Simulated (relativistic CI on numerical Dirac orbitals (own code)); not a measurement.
**Hyperfine structure of Rb XXXI, mass number 87**

Method of calculation: Dirac-Coulomb-Breit CI, KLI orbitals optimised for each configuration, QED by a radiative potential, unscaled Slater integrals (own radial code, finite nucleus).

CI space (outside the closed core 1s2): 2s2 2p3, 2s 2p4, 2p5, 2p4 3s, 2p4 3p, 2p4 3d, 2s2 2p2 3s, 2s2 2p2 3p, 2s2 2p2 3d, 2s 2p3 3s, 2s 2p3 3p, 2s 2p3 3d, 2s2 2p2 4s, 2s2 2p2 4p, 2s2 2p2 4d, 2s2 2p2 4f. Levels of other configurations are missing.

Nuclear spin I = 3/2, μ = 2.75129 μN, Q = 0.1335 b (tables of Stone and Pyykkö). The electronic factors are computed for point nuclear moments, without core polarisation or the Bohr-Weisskopf and QED corrections.

```csv
Level,E (eV),A (GHz),B (GHz)
2s2 2p3 2D°_3/2,54.192,39.74,9.66
2s2 2p3 2D°_5/2,67.707,314.7,-0.0814
2s2 2p3 2P°_1/2,84.921,915,
2s2 2p3 2P°_3/2,138.106,175,-24.8
2s 2p4 4P_5/2,183.930,710.5,14.4
2s 2p4 4P_3/2,218.774,69.23,-15.3
2s 2p4 4P_1/2,219.693,2300,
2s 2p4 2D_3/2,260.627,254.4,-18.6
```

Levels with J = 0, under 50 % of one LS term, or S terms without an open s electron are left out. Small factors come from cancelling terms and can be off by tens of per cent or more.

At this charge energies of transitions that change n are usually good to better than 1 %, and those within a shell (Δn = 0) to a few per cent.

**Question.** Give the hyperfine levels of 2s2 2p3 2D°_5/2 relative to its centre of gravity.

**Answer.** With K = F(F + 1) − I(I + 1) − J(J + 1), E = AK/2 + B[¾K(K + 1) − I(I + 1)J(J + 1)]/[2I(2I − 1)J(2J − 1)]: F = 1: -1652, F = 2: -1023, F = 3: -78.63, F = 4: 1180 GHz.

LS names give the leading component of a level, which can be under half, so a name can repeat, a term be missing and a line seem to break the LS rules.
